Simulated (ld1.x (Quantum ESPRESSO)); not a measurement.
**What one change does to a pseudopotential (H (Z = 1), PAW)**

ld1.x (Quantum ESPRESSO) 7.5 input, shortened:

```
&input
   title='H', zed=1., rel=1, dft='PZ', iswitch=3,
   config='1s1 2p-2'
 /
 &inputp
   pseudotype=3, lpaw=.true., tm=.true., lloc=-1, rcloc=1.55,
   nlcc=.false.,
   which_augfun='BESSEL', rmatch_augfun=1.05
 /
4
1S  1  0   1.00   0.00  1.05  1.45  0.0
1S  1  0   0.00   3.90  1.05  1.45  0.0
2P  2  1  -2.00   0.35  1.35  1.60  0.0
2P  2  1  -2.00   0.95  1.35  1.60  0.0
 &test
   configts(1)='1s1'
 /
```

Change: all radii scaled by about 1.23 (s 1.78, p 1.96 bohr, rcut 1.28/1.66); local potential all-electron potential smoothed inside 1.90 bohr (lloc = -1); augmentation BESSEL, radius 1.28 bohr.

Cutoffs: the cutoffs (Ry, on a coarse ladder) from which the occupation-weighted sum of valence levels, in a spherical-Bessel basis at the reference potential, stays within 10 and 1 mRy of its value at 400 Ry; they do not see the model core or the augmentation charge, which bear on the density cutoff. Errors are all-electron minus pseudo energies relative to the spin-unpolarised reference configuration.

Question: Predict the effect on cutoff, ghosts and configuration errors.

Answer: The potential gets softer (10 Ry and 18 Ry → 8 Ry and 12 Ry); the errors of the 3 common tests hardly move; neither file shows a bound ghost. A larger radius leaves more room for a smooth pseudo-wave, so fewer plane waves are needed.

```tsv
quantity	base	changed
cutoff, loose	10 Ry	8 Ry
cutoff, tight	18 Ry	12 Ry
bound ghosts	none	none
error for 1s0.5, meV [ΔE 4.64 eV]	0.0	-0.1
error for 1s1 (spin-polarised), meV [ΔE -0.90 eV]	0.0	0.0
error for 1s0.5 (spin-polarised), meV [ΔE 4.26 eV]	0.0	-0.1
lowest overlap eigenvalue by channel	s 0.60, p 0.99	s 0.93, p 0.99
```
